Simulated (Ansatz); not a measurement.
Two isomers of C2H6OSi: A = `C1C[SiH2]O1`, B = `C=C[SiH2]O`.

Gas-phase electronic energies from Ansatz, PBE0-D4/def2-TZVP geometries. CCSD(T)/CBS adds triple-zeta CCSD(T) − MP2 to the extrapolated MP2 energy (def2 sets, frozen cores). DFT in def2-TZVPP. B3LYP here is the variant with VWN-RPA as its local correlation; programs differ in this. One conformer a species, not always the lowest.

(1) Which isomer does CCSD(T)/CBS put lower? Give the gap. (Best estimate.)

(2) Give E(B) − E(A) in kcal/mol with B3LYP-D4, PBE0-D4, CCSD/def2-TZVPP, CCSD(T)/def2-TZVPP, PBE-D4, B2PLYP, MP2/def2-TZVPP. (An estimate is asked.)

(3) Does the order hold for the free energy at 298.15 K (harmonic terms from PBE0-D4)? (Best estimate.)

Largest T1 diagnostic: 0.011.

Results:

(1) Ansatz gave: B, by 11.1 kcal/mol.

(2) Computed: B3LYP-D4 -11.9, PBE0-D4 -6.5, CCSD/def2-TZVPP -10.5, CCSD(T)/def2-TZVPP -10.5, PBE-D4 -7.6, B2PLYP -11.4, MP2/def2-TZVPP -9.5. None reverses the order clearly.

(3) The calculation gave: Yes: G(B) − G(A) = -13.9 kcal/mol, for one conformer each.

From BLYP to BHLYP (50 % exact exchange), in def2-TZVPP and without D4, E(B) − E(A) moves by +2.4 kcal/mol. In def2-TZVPP, CCSD(T) changes the Hartree–Fock value by +3.3 kcal/mol (the triples alone add −0.0 kcal/mol) and MP2 by +4.3 kcal/mol.
